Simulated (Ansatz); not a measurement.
Hg2Br4⁻, 6 atoms. Hardware: 4 threads of Arm Neoverse V2 on a shared host.

In the def2 sets Hg takes a core potential; there is no spin–orbit coupling. Correlated methods freeze 36 core orbitals; core or outer-core shells of Hg, Br are correlated, in sets that lack core-valence functions.

(1) How many basis functions does each of these Ansatz runs have, and roughly what does it cost? PBE-D4/def2-SVP, charge -1 doublet, energy with a search over starts; BLYP-D4/def2-SVP, charge -1 doublet, energy, from earlier orbitals; r2SCAN-D4/def2-SVP, charge -1 doublet, energy, from earlier orbitals; PBE-D4/def2-SVP, charge -1 doublet, energy and forces, from earlier orbitals; MP2/def2-SVPD, charge -1 doublet, energy, from earlier orbitals; r2SCAN-D4/def2-SVPD, charge -1 doublet, relaxation, 6 steps; PBE0-D4/def2-SVP, charge -1 doublet, energy, from earlier orbitals; LDA (SPW92)/def2-SVP, charge -1 doublet, energy, from earlier orbitals; RPA@PBE/def2-SVPD, charge -1 doublet, energy, from earlier orbitals.

Answers

(1) Other jobs shared the machine, so times can vary by a factor of up to 3. A dash marks memory too small to be measured apart from the calling script's.

```csv
run,functions,fitting or Cholesky vectors,wall time,peak host memory (GiB)
"LDA (SPW92)/def2-SVP, charge -1 doublet, energy, from earlier orbitals",192,2006,3.4 s,–
"BLYP-D4/def2-SVP, charge -1 doublet, energy, from earlier orbitals",192,2006,7 s,–
"PBE-D4/def2-SVP, charge -1 doublet, energy and forces, from earlier orbitals",192,2006,7.5 s,–
"PBE0-D4/def2-SVP, charge -1 doublet, energy, from earlier orbitals",192,1864,15 s,1.2
"PBE-D4/def2-SVP, charge -1 doublet, energy with a search over starts",192,2006,16 s,–
"r2SCAN-D4/def2-SVP, charge -1 doublet, energy, from earlier orbitals",192,2006,18 s,–
"MP2/def2-SVPD, charge -1 doublet, energy, from earlier orbitals",234,2226,26 s,1.4
"RPA@PBE/def2-SVPD, charge -1 doublet, energy, from earlier orbitals",234,2226,29 s,1.1
"r2SCAN-D4/def2-SVPD, charge -1 doublet, relaxation, 6 steps",234,2402,100 s,0.6
```
